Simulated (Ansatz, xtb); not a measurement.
## Two isomers of C6H5NS

Structure a is `C#Cc1csc(C)n1`, a singlet and structure b is `C#Cc1nc(C)cs1`, a singlet. Both are isolated molecules in the gas phase, relaxed with B3LYP-D3(BJ)/def2-SVP.

a (Å):

| atom | x (Å) | y (Å) | z (Å) |
| --- | --- | --- | --- |
| C | -1.7150 | 1.1055 | 1.1972 |
| C | -0.7262 | 0.4102 | 1.0943 |
| C | 0.4272 | -0.4212 | 0.9645 |
| C | 0.4365 | -1.6460 | 0.3291 |
| C | 2.5728 | -0.9100 | 1.2747 |
| C | 3.9952 | -0.7773 | 1.7174 |
| N | 1.6453 | -0.0296 | 1.4893 |
| S | 2.0169 | -2.3327 | 0.3875 |
| H | -2.5861 | 1.7259 | 1.2907 |
| H | -0.3977 | -2.1505 | -0.1530 |
| H | 4.2852 | -1.5984 | 2.3922 |
| H | 4.1047 | 0.1765 | 2.2497 |
| H | 4.6865 | -0.7888 | 0.8597 |

b (Å):

```yaml
atoms:
  - { symbol: C, position_ang: [-1.1206, 1.6999, -0.5729] }
  - { symbol: C, position_ang: [-0.3113, 0.9083, -0.1356] }
  - { symbol: C, position_ang: [0.6334, -0.0403, 0.3378] }
  - { symbol: C, position_ang: [2.0783, -1.0744, 1.6699] }
  - { symbol: C, position_ang: [2.8375, -1.2171, 2.9535] }
  - { symbol: C, position_ang: [2.1569, -1.9227, 0.5867] }
  - { symbol: N, position_ang: [1.2158, -0.0220, 1.5095] }
  - { symbol: S, position_ang: [1.1177, -1.3928, -0.6835] }
  - { symbol: H, position_ang: [-1.8364, 2.4076, -0.9471] }
  - { symbol: H, position_ang: [3.4624, -0.3273, 3.1313] }
  - { symbol: H, position_ang: [2.1422, -1.2990, 3.8040] }
  - { symbol: H, position_ang: [3.4848, -2.1049, 2.9411] }
  - { symbol: H, position_ang: [2.7677, -2.8175, 0.4822] }
```

Q: Estimate E(b) − E(a) at the level CCSD(T)/def2-SVP + ΔMP2/def2-TZVPP.

A: CCSD(T)/def2-SVP + ΔMP2/def2-TZVPP gives E(b) − E(a) = +0.84 kcal/mol, slightly favouring structure a, which is too small a margin to settle the true order.

The same difference at several levels:

| level | geometry | E(b) − E(a) (kcal/mol) | departure from the last row (kcal/mol) | job, with rough time for the two |
| --- | --- | --- | --- | --- |
| GFN2-xTB | GFN2-xTB | −0.27 | −1.11 | optimisation, 0.19 s |
| HF/STO-3G | GFN2-xTB | +1.16 | +0.32 | single point, 0.64 s |
| r2SCAN-D4/def2-SVP | GFN2-xTB | +0.28 | −0.56 | single point, 7.2 s |
| B3LYP-D3(BJ)/def2-SVP | B3LYP-D3(BJ)/def2-SVP | +0.53 | −0.31 | optimisation, 64 s |
| HF/def2-SVP | B3LYP-D3(BJ)/def2-SVP | +2.26 | +1.42 | part of the CCSD(T) run |
| MP2/def2-SVP | B3LYP-D3(BJ)/def2-SVP | +0.36 | −0.48 | part of the CCSD(T) run |
| CCSD(T)/def2-SVP | B3LYP-D3(BJ)/def2-SVP | +0.98 | +0.14 | single point |
| CCSD(T)/def2-SVP + ΔMP2/def2-TZVPP | B3LYP-D3(BJ)/def2-SVP | +0.84 |  | single point, 2.4 min |

As drawn, both hold the same kinds of bond in the same numbers.

The largest departure from CCSD(T)/def2-SVP + ΔMP2/def2-TZVPP is that of HF/def2-SVP, 1.42 kcal/mol. The last row adds to CCSD(T) the change of the MP2 difference between the two basis sets, here −0.14 kcal/mol.

With thermal terms from frequencies at re-optimised GFN2-xTB minima (ideal gas, soft modes damped towards free rotors, one conformer each, 298.15 K, 1 atm): the zero-point term adds +0.05 kcal/mol; ΔH is +0.89 and ΔG +0.90 kcal/mol.

The correlated steps freeze 12 core orbitals. Run with Ansatz 0.2.0, xtb 6.7.1; the last row on 2 threads of Arm Neoverse V1 on a shared host.
